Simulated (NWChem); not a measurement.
System: C3H4ClFSi; SMILES FC1=CC[Si@@H]1Cl

Input file for NWChem:

```
start job
memory heap 200 mb stack 900 mb global 1100 mb
geometry units angstroms noautoz
  F     -1.546543     1.974791    -0.074182
  C     -0.412346     1.270051    -0.034360
  C      0.814242     1.662222    -0.430268
  C      1.745574     0.473237    -0.184194
  Si     0.218618    -0.363754     0.597653
  Cl    -0.478804    -2.123107    -0.268682
  H      1.110461     2.632432    -0.828619
  H      2.125090     0.010479    -1.101183
  H      2.591092     0.690554     0.478212
  H      0.208073    -0.596550     2.062649
end
basis spherical
  * library def2-tzvp
end
dft
  xc pbe0
  iterations 150
  semidirect filesize 400000000
  mulliken
end
task dft energy
```

The geometry was optimised at B3LYP/6-31G* (spherical d).

Question: Give the results of this calculation. (PBE0/def2-TZVP.) Quantities: energy (Ha); highest occupied level (eV); orbital gap (eV); dipole (D).

Answer: The energy (Ha) comes out as -965.87. The highest occupied level (eV) is -7.80 and the orbital gap (eV) is 7.19. The dipole (D) comes out as 2.16.
